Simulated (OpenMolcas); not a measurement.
# Kr2+: from CASSCF to CASPT2

```
Program             : OpenMolcas
Basis               : ANO-RCC-VDZP [5s4p2d]
Scalar Hamiltonian  : DKH2, point nucleus
Active space        : 4 electrons in 3 orbitals (4p)
State averaging     : 2S+1 = 3 even, 3 roots; 2S+1 = 1 even, 6 roots
Spin-orbit coupling : state interaction with AMFI integrals over the reference wave functions, term energies averaged over their components
```

Methods on the same reference wave functions:
A. CASSCF
B. SS-CASPT2, IPEA 0.25 Eh, imaginary shift 0.1 Eh (closed shells correlated: 3d 4s)

Energies in cm⁻¹ above 4s² 4p⁴ ³P₂, the measured ground level; measured values from Saloman, J. Phys. Chem. Ref. Data 36, 215 (2007).

```tsv
Level	A	B	Measured
4s² 4p⁴ ³P₂	0.0	0.0	0.0
4s² 4p⁴ ³P₁	4270	4300	4548
4s² 4p⁴ ³P₀	5292	5190	5313
4s² 4p⁴ ¹D₂	17074	16040	14644
4s² 4p⁴ ¹S₀	38867	34670	33080
```

Deviations, from unrounded energies. A percentage is the sum of absolute deviations over the sum of measured energies, with the sign that they share, or ± where signs differ.

```tsv
Against measurement	Levels	A	B
mean absolute deviation (cm-1)	4	2100	840
fine structure of the ground term (%)	2	-3.0	-3.8
other terms of the ground configuration (%)	2	+17.2	+6.3
```

B lies closest to measurement on these levels. The largest miss of B in the table is 4s² 4p⁴ ¹S₀, by +1600 cm-1. The ranking rests on the paired levels alone, and a cruder setting can come out closer through cancelling errors.

From A to B the spin-free energies of the other terms of 4s² 4p⁴ shown, above ³P, scale by factors of 0.88 to 0.92.

The lowest spin-free term lies below A's lowest term by 0.098 hartree in B.

CASPT2 breaks the degeneracy within a term, and the mean is taken; among the terms shown or strongly mixed into the levels shown the widest spread is 120 cm-1 (4s² 4p⁴ ¹D, B). With the s shell closed, the reference lacks s² → p² mixing. Measured partners are found by configuration, term and J. A level has none where our copy of the source lacks it or the pairing is in doubt (some pairs that miss far off the trend of their configuration count as doubtful), and it then counts in no deviation. Levels of configurations outside the active space are missing.
